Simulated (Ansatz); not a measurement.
`C[N](C)[GaH][Br]` and `CN(C)N` differ in one atom or group.

Ansatz, PBE0-D4/def2-TZVP geometries, multiplicity 1. Each molecule was computed in one conformer, which needn't be the lowest.

Scalar relativity is left out up to krypton.

```csv
property,`C[N](C)[GaH][Br]`
size of the dipole moment (PBE/def2-TZVPP) / D,2.47
HOMO–LUMO gap (PBE0/def2-TZVPP) / eV,5.76
HOMO–LUMO gap (B3LYP/def2-TZVPP) / eV,5.33
size of the dipole moment (ωB97M-V/def2-TZVPP) / D,2.40
LUMO energy (PBE/def2-TZVPP) / eV,-1.60
HOMO–LUMO gap (ωB97M-V/def2-TZVPP) / eV,9.69
```

(1) Give the same properties after the change, and the shifts. (Estimate.)

Results:

(1) Computed: 
```csv
property,`CN(C)N`,shift
size of the dipole moment (PBE/def2-TZVPP) / D,1.42,-1.05
HOMO–LUMO gap (PBE0/def2-TZVPP) / eV,7.38,1.62
HOMO–LUMO gap (B3LYP/def2-TZVPP) / eV,6.83,1.50
size of the dipole moment (ωB97M-V/def2-TZVPP) / D,1.55,-0.85
LUMO energy (PBE/def2-TZVPP) / eV,0.18,1.78
HOMO–LUMO gap (ωB97M-V/def2-TZVPP) / eV,11.17,1.48
```

With PBE0 the HOMO rises by 0.24 eV and the LUMO rises by 1.85 eV, so the gap widens by about 1.61 eV. PBE moves the HOMO by 0.44 eV and ωB97M-V by 0.14 eV. Dipoles are sizes alone; their direction can turn.

B3LYP here is the variant with VWN-RPA as its local correlation; programs differ in this.

Spin–orbit coupling is left out; it splits and shifts lone-pair levels of the heavy atoms by tenths of an eV.
